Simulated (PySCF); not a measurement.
C2H9NSi3. Atoms are numbered in the order given.

```xyz
15

Si     3.4505    -1.1958     0.7374
C      1.9714    -0.3103     0.1010
C      0.9749     0.2840    -0.3310
Si    -0.5400     1.1548    -0.9358
N     -1.9082     0.9793     0.1388
Si    -3.0931    -0.3186     0.1667
H      3.0501    -2.5546     1.2385
H      4.4592    -1.3500    -0.3655
H      4.0635    -0.4133     1.8645
H     -0.9177     0.5634    -2.2613
H     -0.1946     2.6108    -1.0663
H     -1.8797     1.5713     0.9763
H     -2.7859    -1.4044     1.1681
H     -3.1073    -0.9223    -1.2085
H     -4.4514     0.2361     0.5054
```
Charge 0, spin multiplicity 1.

Geometry optimised at PBE-D3(BJ)/def2-SVP. The structure was generated by enumeration, and PubChem lists no compound with its InChIKey, so it may never have been made. The values are those of a single conformer.

Level of theory: TDA-PBE/def2-SVPD in PySCF.

Vertical excitations. Gas-phase values at a fixed geometry.

Q: Estimate the UV-visible absorptions. (The exact figures need the calculation; the answer reports its results.)

A: 
| state | energy (eV) | λ (nm) | f | main pairs |
|---|---|---|---|---|
| S1 | 4.67 | 266 | 0.043 | HOMO→LUMO 96 % |
| S2 | 4.79 | 259 | 0.000 | HOMO→LUMO+1 99 % |
| S3 | 5.12 | 242 | 0.001 | HOMO−1→LUMO 96 % |
| S4 | 5.42 | 229 | 0.005 | HOMO−2→LUMO 58 %, HOMO−1→LUMO+1 41 % |
| S5 | 5.57 | 223 | 0.002 | HOMO−2→LUMO+1 96 % |
| S6 | 5.85 | 212 | 0.004 | HOMO→LUMO+2 96 % |
| T1 | 4.25 | 292 | 0 | HOMO→LUMO 59 %, HOMO−2→LUMO 24 %, HOMO−1→LUMO+1 14 % |
| T2 | 4.52 | 274 | 0 | HOMO−1→LUMO+1 51 %, HOMO→LUMO 35 %, HOMO−2→LUMO 11 % |
Triplets are in the Tamm–Dancoff approximation.
